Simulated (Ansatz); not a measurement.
# Abstraction of Cl: CH2BrCl + Si2H3Cl2 → CH2Br + Si2H3Cl3

Species: CH2BrCl `ClCBr`, singlet; Si2H3Cl2 `Cl[SiH][SiH2]Cl`, doublet; CH2Br `[CH2]Br`, doublet; Si2H3Cl3 `Cl[SiH2][SiH](Cl)Cl`, singlet. A radical takes Cl: the energy is the difference in strength between the C–Cl bond broken and the Si–Cl bond made.

Shapes, held fixed at every level: PBE0-D4/def2-TZVP. Flexible molecules stand in one conformer, not always the lowest. Programs: Ansatz 0.2.0. The zero-point and thermal change to 298 K, harmonic and unscaled (PBE0-D4/def2-TZVP), is -6.7 kJ/mol.

```csv
level,kind,ΔH(298 K) (kJ/mol),less CCSD(T)/def2-TZVPP,CPU time (sum over the molecules)
MP2/def2-SVP,perturbation theory,-111.0,+5.8,–
MP2/def2-TZVPP,perturbation theory,-113.6,+3.2,–
SPW92/def2-TZVPP,LDA,-92.0,+24.8,11 s
PBE-D4/def2-TZVPP,GGA,-101.2,+15.6,20 s
B3LYP-D4/def2-TZVPP,global hybrid,-115.8,+1.0,36 s
PBE0-D4/def2-TZVPP,global hybrid,-111.5,+5.3,28 s
wB97X-V/def2-TZVPP,range-separated hybrid,-120.1,-3.3,65 s
CCSD(T)/def2-TZVPP,coupled cluster or CI,-116.8,0.0,6.3 min
```

The highest level, CCSD(T)/def2-TZVPP, gives ΔH(298 K) = -116.8 kJ/mol; the levels span -120.1 to -92.0. The column of differences is taken from that level and isn't an error. No measured value is set beside it here. Open shells run unrestricted. Relativity is left out for Br. Outer-core shells of Br are correlated, in sets that cover them unevenly. Times are processor times on shared x86 and Arm servers, and rough.
